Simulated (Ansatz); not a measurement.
`N[SiH](F)F` + `[NH2][GeH2][NH2]` → `[NH2][GeH2][NH][SiH](N)F` + H–F  (ligand exchange at the Si–F bond)

Isolated molecules relaxed with PBE0-D4/def2-TZVP in Ansatz; ΔE leaves out vibrations. CCSD(T)/CBS adds triple-zeta CCSD(T) − MP2 to the extrapolated MP2 energy (def2 sets, frozen cores). This one scheme is used for every species. Functionals use def2-TZVPP. For Ge outer-core shells are correlated without core-valence functions, which leaves a few kJ/mol of doubt a bond. Scalar relativity is left out up to krypton. Each species was taken in one conformer, which may not be the lowest.

`N[SiH](F)F`:

Z-matrix (Å, degrees):
```
Si
F 1 1.586
F 1 1.591 2 104.6
N 1 1.684 2 108.1 3 122.7
H 1 1.470 2 111.4 3 -115.3
H 4 1.006 1 121.4 2 160.3
H 4 1.007 1 122.6 2 -42.8
```

`[NH2][GeH2][NH2]`:

Cartesian coordinates in Å:
```
N -0.086 1.138 1.034
Ge -0.283 0.146 -0.494
N 0.609 -1.410 -0.120
H -0.524 0.738 1.852
H -0.352 2.109 0.954
H 0.298 1.028 -1.624
H -1.720 -0.291 -0.861
H 0.455 -2.163 -0.774
H 1.602 -1.297 0.032
```

`[NH2][GeH2][NH][SiH](N)F`:

```xyz
14

N     1.949    0.016   -0.539
Ge    0.961    1.097    0.589
N    -0.778    1.002    0.015
Si   -1.733   -0.405   -0.092
N    -0.657   -1.705   -0.154
F    -2.688   -0.653    1.173
H     2.114    0.413   -1.455
H     2.837   -0.275   -0.152
H     1.339    2.592    0.522
H     1.161    0.515    1.995
H    -1.184    1.879   -0.269
H    -2.701   -0.237   -1.202
H     0.278   -1.588   -0.518
H    -0.899   -2.650    0.086
```

H–F:

Cartesian coordinates in Å:
```
F -0.039 0.317 -0.331
H 0.039 -0.317 0.331
```

Problem. Is it downhill or uphill in electronic energy at CCSD(T)/CBS, and by how much? (Best estimate.)

Solution. Computed: Uphill: ΔE = +62.1 kJ/mol.

Problem. What do these levels give: PBE-D4, HF/def2-TZVPP, MP2/def2-TZVPP, HF/def2-QZVPP, HF/CBS(def2), CCSD/CBS(def2)? (Estimate.)

Solution. Ansatz gave: PBE-D4 59.9, HF/def2-TZVPP 90.4, MP2/def2-TZVPP 59.8, HF/def2-QZVPP 92.5, HF/CBS(def2) 92.7, CCSD/CBS(def2) 66.3 kJ/mol.

Largest T1 diagnostic among the species: 0.011.

In def2-TZVPP, CCSD(T) changes the Hartree–Fock value by −28.0 kJ/mol (the triples alone add −4.2 kJ/mol) and MP2 by −30.6 kJ/mol. The D4 term adds −17.2 kJ/mol with B3LYP and −9.8 kJ/mol with PBE0; it sums over pairs of atoms, weighted by their polarisabilities, and B3LYP, whose exchange is more repulsive, gets the larger term.

B3LYP here is the variant with VWN-RPA as its local correlation; programs differ in this.
